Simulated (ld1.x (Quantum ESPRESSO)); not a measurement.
Fe (Z = 26): excitation energies, all-electron against TM

```
Element                 : iron (Fe)
Generator               : ld1.x (Quantum ESPRESSO) 7.5
Type                    : norm-conserving Troullier–Martins (Kleinman–Bylander form)
Functional              : LDA (PZ)
Relativity              : scalar-relativistic
Frozen core             : [Ar]
Valence charge          : 8
Reference configuration : 3d6 4s2 4p0
Partial waves           : 4s (bound): rc 2.30 bohr; 4p (bound, empty): rc 2.20 bohr; 4f channel at 0.5 Ry: rc 2.35 bohr; 3d (bound): rc 1.90 bohr
Local potential         : the d channel
Core correction         : a·sin(br)/r model core inside 1.55 bohr
```

Energies are relative to the spin-unpolarised reference configuration 3d6 4s2 4p0; without spin polarisation the order of configurations can differ from experiment. Spin-polarised rows fill each open shell by Hund’s rule, majority spin first. The frozen-core shift is the all-electron ΔE with the core orbitals held at their reference shape minus the fully relaxed ΔE.

**Question.** Give the all-electron excitation energy and the error of the potential for: 3d6 4s1 4p0; 3d6 4s0 4p0; 3d5 4s0 4p0; 3d6 4s0 4p2; 3d6 4s1 4p1; 3d7 4s1 4p0; 3d6 4s1.5 4p0; 3d6 4s2 4p0 (spin-polarised); 3d6 4s1 4p0 (spin-polarised).

**Answer.**

```csv
valence configuration,charge,ΔE all-electron (eV),error AE − PS (meV),frozen-core shift (meV)
3d6 4s1 4p0,+1,8.981,-3.1,+1.9
3d6 4s0 4p0,+2,25.473,-25,+9.1
3d5 4s0 4p0,+3,60.002,-237,+285
3d6 4s0 4p2,0,8.613,-5.5,+2.1
3d6 4s1 4p1,0,4.178,-1.1,+0.7
3d7 4s1 4p0,0,-0.829,-116,+70
3d6 4s1.5 4p0,+0.5,3.596,-0.7,+0.6
3d6 4s2 4p0 (spin-polarised),0,-3.389,+2071,+17
3d6 4s1 4p0 (spin-polarised),+1,4.814,+2077,+14
```

These tests converged, but a pseudo level misses the all-electron one widely, so the file describes the atom poorly there or has found another state: 3d6 4s0 4p0: empty 4p by 2.3 eV (a node warning on the way).

Note: ghost states, extra bound levels that the all-electron valence spectrum of the same l lacks: s at -123.6 eV, p at -22.5 eV. A true bound ghost makes a file unfit for plane-wave use.
